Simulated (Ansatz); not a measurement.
System: sum formula FeOH₂, net charge 0, quintet state. The spin state was set by rule; other spins were not relaxed. 
Structure (B3LYP-D3(BJ)/def2-TZVP (Ansatz, a quantum-chemistry and plane-wave program) minimum search):
SMILES: [OH][FeH]
```xyz
4

Fe     0.2357     0.0762    -0.3416
O     -0.8265    -0.2682     1.0544
H      1.2609     0.4095    -1.5632
H     -0.7772    -0.2460     2.0096
```
Charge 0, spin multiplicity 5.

Dipole moments at this geometry, in debye (magnitudes).

| level | program | dipole (D) |
|---|---|---|
| BLYP/def2-TZVPD | Ansatz | 1.45 |
| revPBE/def2-TZVPD | Ansatz | 1.40 |
| r2SCAN/def2-TZVPD | Ansatz | 1.27 |
| B3LYP/def2-TZVPD | Ansatz | 1.15 |
| BHLYP/def2-TZVPD | Ansatz | 0.92 |
| CAM-B3LYP/def2-TZVPD | Ansatz | 1.10 |
| LC-wPBE/def2-TZVPD | Ansatz | 1.13 |
| wB97X-V/def2-TZVPD | Ansatz | 1.11 |
| CCSD(T)/def2-SVPD | Ansatz | 0.91 |
